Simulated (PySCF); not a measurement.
Predicted microwave data (PBE0/pcSseg-1 in PySCF (dipole) on a GFN2-xTB geometry, gas phase) for one isomer of C3H10F2SSi2:

- Rotational constants: A = 2227, B = 538.0, C = 501.0 MHz
- Dipole components: |μa| = 1.52 D, |μb| = 0.81 D, |μc| = 0.03 D
- Inertial defect: -157.61 u·Å²
- κ: -0.96

Question: Which structure is it? (One computed conformer of each.)
A. `[CH3:1][S:2][Si@@H:3]([F:4])[C@@H:5]([F:6])[CH2:7][SiH3:8]` with C1–S2–Si3–F4 46°, S2–Si3–C5–F6 160°, Si3–C5–C7–Si8 -175°
B. `[CH3:1][C:2]([F:3])([F:4])[Si@H:5]([SH:6])[CH2:7][SiH3:8]` with C1–C2–Si5–S6 64°, C2–Si5–S6–H 41°, C2–Si5–C7–Si8 -175°

Answer: A. It is CS[Si@@H](F)[C@@H](F)C[SiH3], a near-prolate asymmetric top, point group C1. The candidates at the same level (rigid rotor, commonest isotopes):

```
                      SMILES  A (MHz)  B (MHz)  C (MHz)  μa (D)  μb (D)  μc (D)  Δ (u·Å²)  point group                        rotor
CS[Si@@H](F)[C@@H](F)C[SiH3]     2227    538.0    501.0    1.52    0.81    0.03   -157.61           C1  near-prolate asymmetric top
    CC(F)(F)[Si@H](S)C[SiH3]     1598    704.6    563.6    0.75    0.79    1.50   -136.82           C1               asymmetric top
```

`CC(F)(F)[Si@H](S)C[SiH3]` has B 31 % too high. No structure here is proved a minimum.
